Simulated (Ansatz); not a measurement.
# Molecular dynamics of CH$_{7}$FOSi$_{3}$

input.yaml

```yaml
crystal:
  periodic: [false, false, false]
  atoms:
    - { symbol: O, position_ang: [1.365968, -1.773811, -1.171499] }
    - { symbol: Si, position_ang: [0.401579, -1.155861, 0.105866] }
    - { symbol: F, position_ang: [0.03437, -2.419056, 1.093867] }
    - { symbol: C, position_ang: [-1.182135, -0.246498, -0.467799] }
    - { symbol: Si, position_ang: [-0.700176, 1.534305, 0.016464] }
    - { symbol: Si, position_ang: [1.223783, 0.787881, 0.95285] }
    - { symbol: H, position_ang: [0.785327, -2.502505, -1.597344] }
    - { symbol: H, position_ang: [-1.388294, -0.363498, -1.539109] }
    - { symbol: H, position_ang: [-2.074886, -0.59391, 0.068351] }
    - { symbol: H, position_ang: [-1.667647, 2.155159, 0.896336] }
    - { symbol: H, position_ang: [-0.547147, 2.382039, -1.146428] }
    - { symbol: H, position_ang: [1.300161, 0.877935, 2.395175] }
    - { symbol: H, position_ang: [2.469497, 1.283019, 0.408171] }
basis:
  gaussian: { orbitals: STO-3G }
hamiltonian:
  xc: b3lyp
  dispersion: d4
md:
  timestep: 4.0
  n_steps: 40
  ensemble: nvt_langevin
  temperature: 300.0
  initial_velocities: maxwell_boltzmann
  seed: 912002
  friction: 0.001
scf:
  lower_state_search: "off"
```

Launched with:

```bash
$ ansatz run input.yaml --threads 1 --pin off --max-ram 2048MiB --backend cpu --events-out ev --progress --plain --runs-dir out
```

It starts from a relaxed structure.

Output, in part (step lines, the closing report, with atoms numbered from 0):

```
md step     0: t =     0.00 fs  T =   276.9 K  F+E_penalty+E_count = -29195.20992199 eV  E_kin = 0.465336 eV  (13 SCF iters)
md step     6: t =    24.00 fs  T = 110870452.2 K  F+E_penalty+E_count = -29168.89684484 eV  E_kin = 186304.488951 eV  (107 SCF iters)
md step     7: t =    28.00 fs  T = 109984184.8 K  F+E_penalty+E_count = -29165.71453152 eV  E_kin = 184815.222918 eV  (123 SCF iters)
md step     8: t =    32.00 fs  T = 109104163.6 K  F+E_penalty+E_count = -29164.56245968 eV  E_kin = 183336.452832 eV  (68 SCF iters)
md step     9: t =    36.00 fs  T = 108236793.7 K  F+E_penalty+E_count = -29162.59378461 eV  E_kin = 181878.941875 eV  (89 SCF iters)
md step    10: t =    40.00 fs  T = 107375964.6 K  F+E_penalty+E_count = -29159.10153843 eV  E_kin = 180432.421898 eV  (62 SCF iters)
md step    11: t =    44.00 fs  T = 106520557.5 K  F+E_penalty+E_count = -29157.64412795 eV  E_kin = 178995.012999 eV  (94 SCF iters)
md step    12: t =    48.00 fs  T = 105674728.2 K  F+E_penalty+E_count = -29160.55320145 eV  E_kin = 177573.698223 eV  (56 SCF iters)
[... lines left out ...]
md step    37: t =   148.00 fs  T = 89242156.4 K  F+E_penalty+E_count = -29131.79420614 eV  E_kin = 149960.733472 eV  (425 SCF iters)
md step    38: t =   152.00 fs  T = 88525963.3 K  F+E_penalty+E_count = -29131.96366575 eV  E_kin = 148757.257028 eV  (308 SCF iters)
md step    39: t =   156.00 fs  T = 87819630.3 K  F+E_penalty+E_count = -29132.16273744 eV  E_kin = 147570.349145 eV  (392 SCF iters)
md step    40: t =   160.00 fs  T = 87118692.5 K  F+E_penalty+E_count = -29132.29024164 eV  E_kin = 146392.507371 eV  (415 SCF iters)
Total energy: -29132.29100904 eV, -1070.5919480063 hartree
Atom 0 at     4.385273    -2.362388     1.014576 Å, force    -1.734000     0.984181     0.114189 eV/Å
Atom 1 at     3.036938    -1.540375     1.360455 Å, force     0.480130    -0.115844     1.847990 eV/Å
Atom 2 at     1.613318    -1.740056     0.531883 Å, force     0.320100    -0.218610    -0.432520 eV/Å
Atom 3 at   529.096949   371.949792    56.626812 Å, force     0.000000     0.000000     0.000000 eV/Å
Atom 4 at    -5.467624    -0.232669    22.866900 Å, force     0.003022     0.007596     0.006167 eV/Å
Atom 5 at     2.056748    -0.560304     3.431618 Å, force     0.937519    -0.648719    -1.533230 eV/Å
Atom 6 at   -72.802247   -57.519835   -61.448375 Å, force     0.000006    -0.000001     0.000089 eV/Å
Atom 7 at  -139.832518   124.601030    18.792174 Å, force     0.000032    -0.000029     0.000001 eV/Å
Atom 8 at -6325.927776 -4429.956905  -711.722222 Å, force     0.000000     0.000000     0.000000 eV/Å
Atom 9 at   256.199657    96.139126  -767.430625 Å, force     0.000000    -0.000000     0.000001 eV/Å
Atom 10 at  -103.633849   -95.874054    56.897670 Å, force     0.000033     0.000037    -0.000069 eV/Å
Atom 11 at    -1.252032     8.221161    27.229768 Å, force    -0.003734    -0.007850    -0.004617 eV/Å
Atom 12 at    19.235012     4.032896    -7.047626 Å, force    -0.003108    -0.000761     0.001999 eV/Å
Dipole moment:   539.922021   370.197860   128.029903 e Å
```

The steps, from the saved trajectory:

| time (fs) | T (K) | potential energy less start (eV) |
| --- | --- | --- |
| 0.0 | 277 | 0.000 |
| 4.0 | 358 | 0.626 |
| 8.0 | 4675 | 6.130 |
| 12.0 | 21448 | 13.240 |
| 16.0 | 27980358 | 204.632 |
| 20.0 | 111762628 | 29.440 |
| 24.0 | 110870452 | 26.313 |
| 28.0 | 109984185 | 29.495 |
| 32.0 | 109104164 | 30.647 |
| 36.0 | 108236794 | 32.616 |
| 40.0 | 107375965 | 36.108 |
| 44.0 | 106520558 | 37.566 |
| 48.0 | 105674728 | 34.657 |
| 52.0 | 104852983 | 42.112 |
| 56.0 | 104083799 | 42.964 |
| 60.0 | 103259035 | 47.585 |
| 64.0 | 102437798 | 48.580 |
| 68.0 | 101626127 | 42.718 |
| 72.0 | 101546649 | 106.811 |
| 76.0 | 103073342 | 51.237 |
| 80.0 | 102260858 | 52.704 |
| 84.0 | 101430326 | 55.491 |
| 88.0 | 100619214 | 55.793 |
| 92.0 | 99816430 | 57.345 |
| 96.0 | 99029089 | 60.603 |
| 100.0 | 98238827 | 62.458 |
| 104.0 | 97445555 | 62.821 |
| 108.0 | 96665855 | 63.021 |
| 112.0 | 95891183 | 63.238 |
| 116.0 | 95129486 | 63.572 |
| 120.0 | 94371988 | 63.946 |
| 124.0 | 93620875 | 64.193 |
| 128.0 | 92882913 | 64.311 |
| 132.0 | 92137519 | 64.323 |
| 136.0 | 91401140 | 64.193 |
| 140.0 | 90677346 | 63.930 |
| 144.0 | 89953148 | 63.631 |
| 148.0 | 89242156 | 63.416 |
| 152.0 | 88525963 | 63.246 |
| 156.0 | 87819630 | 63.047 |
| 160.0 | 87118693 | 62.920 |

All steps were run. The temperature shot up to 1.1e+08 K, far beyond the bath's, so the integration failed: the time step of 4 fs is too long for the fastest motions that this run met, and the later frames carry no physical meaning.

Parted: O1–H7 1.02 → 113.59 Å, Si2–C4 1.91 → 647.52 Å, C4–Si5 1.91 → 652.24 Å, C4–H8 1.10 → 714.20 Å, C4–H9 1.10 → 8404.76 Å, Si5–Si6 2.27 → 20.84 Å. It ends as C + FOSi2 + H + H + H + H + H + H + H + Si. Pairs count as bonded within 1.25 times the sum of covalent radii (0.12 Å more for H–H).

Last frame:

```xyz
13
Properties=species:S:1:pos:R:3
O 4.385 -2.362 1.015
Si 3.037 -1.540 1.361
F 1.613 -1.740 0.532
C 529.097 371.950 56.627
Si -5.468 -0.233 22.867
Si 2.057 -0.560 3.432
H -72.802 -57.520 -61.448
H -139.833 124.601 18.792
H -6325.928 -4429.957 -711.722
H 256.200 96.139 -767.431
H -103.634 -95.874 56.898
H -1.252 8.221 27.230
H 19.235 4.033 -7.048
```

The run took 19 min on 1 thread of Intel(R) Xeon(R) Processor @ 2.50GHz (Skylake/Cascade Lake), with other jobs on the host, peak memory 0.17 GiB.
